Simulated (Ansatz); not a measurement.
Which is lower?

The two ends of one reaction step of GeSiAsH9, singlet (PBE0-D4/def2-TZVP).

A:

```
12
angstrom
Ge -1.4964 1.6612 0.2023
Si 1.1546 -1.9640 0.4361
H -2.8993 1.6358 -0.4257
H -1.3206 2.9781 0.9756
H -1.3538 0.4796 1.1738
H 2.0288 -1.8093 -0.7539
As 0.1325 1.6207 -1.5940
H 1.5182 -3.2113 1.1561
H -0.2639 -2.0393 0.0043
H 1.3360 -0.8010 1.3408
H -0.1134 0.1445 -1.8751
H 1.2772 1.3050 -0.6406
```

B:

| atom | x (Å) | y (Å) | z (Å) |
| --- | --- | --- | --- |
| Ge1 | -1.4209 | 0.4024 | 1.1401 |
| Si2 | 0.2075 | -1.3253 | 0.9922 |
| H3 | -2.8155 | -0.1405 | 0.7863 |
| H4 | -1.0978 | 1.5580 | 0.1770 |
| H5 | -1.4704 | 0.9704 | 2.5684 |
| H6 | 0.1396 | 0.2585 | -2.3018 |
| As7 | 1.0149 | 1.5001 | -2.2135 |
| H8 | -0.1057 | -2.3889 | 1.9835 |
| H9 | 0.2099 | -1.9226 | -0.3685 |
| H10 | 1.5605 | -0.7829 | 1.2841 |
| H11 | 2.0838 | 0.8752 | -3.0998 |
| H12 | 1.6940 | 0.9956 | -0.9482 |

Computed with Ansatz 0.2.0 (basis: def2-TZVPP); correlated methods freeze the cores. Filled d shells of the heavier atoms are correlated. The def2 sets are not built for correlating such inner shells, so the correlated values are less sure here. B3LYP uses VWN-RPA correlation.

(1) Which structure is lower at CCSD(T), and by how much? (Judge from chemistry; the value comes from the calculation.)

The T1 diagnostic stays at or below 0.012.

Answers

(1) The calculation gives: A, by 21.2 kJ/mol (electronic energy, against the other). By their contacts, A is a complex of GeAsH₅ ([GeH3][AsH2]) + SiH₄ and B is a complex of GeSiH₆ ([SiH3][GeH3]) + AsH₃.

All methods give the same order:

| method | E(B) − E(A) (kJ/mol) |
| --- | --- |
| SPW92 | 12.6 |
| PBE-D4 | 16.4 |
| BLYP-D4 | 21.1 |
| r2SCAN-D4 | 19.0 |
| B97M-V | 13.3 |
| PBE0-D4 | 18.1 |
| B3LYP-D4 | 21.8 |
| r2SCAN0-D4 | 20.4 |
| BHLYP-D4 | 24.1 |
| CAM-B3LYP-D4 | 20.6 |
| wB97X-V | 19.7 |
| wB97M-V | 21.8 |
| B2PLYP | 23.3 |
| PBE-QIDH | 21.7 |
| RPA on PBE | 21.3 |
| HF | 27.8 |
| MP2 | 26.8 |
| CCSD | 21.3 |
| CCSD(T) | 21.2 |

Labels in which every atom is bracketed show which atoms are joined, not bond orders.

For scale, one of the runs: CCSD(T)/def2-TZVPP, 264 basis functions, launched by `ansatz run in.yaml --threads 8 --pin off --events-out ev --progress --plain --max-ram 19148MiB`. The run took 2.8 min on 8 CPU threads of an Arm Neoverse V2 (shared host), with 6.2 GiB of host memory at its peak.
